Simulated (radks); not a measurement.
Problem. These are the eigenvalues of the occupied orbitals of an atom or ion with whole-number occupations (hartree). Calculated with a radial shooting solver on a logarithmic mesh with Libxc functionals: scalar-relativistic Kohn-Sham, XLYP, spin-polarised, spherical densities, finite nucleus; Fermi nuclear charge, rms radius of each element as measured or else 0.836 A^(1/3) + 0.57 fm.

1s up: -12.23789
1s down: -12.20288
2s up: -2.11907

Which element is it, and in what charge state? The configuration may be excited. Open shells, if any, are filled with parallel spins first.

Solution. Z = 6, carbon, charge +3: C3+ in [He] 2s1. The list shows which subshells hold electrons but not how many an open one holds; the 1s level, -12.238 hartree, gives Z - s = 4.9 by -(Z - s)^2/2, which with screening and relativity narrows Z to a few neighbours, and the depths of the outer levels then fix element, charge and occupations together.
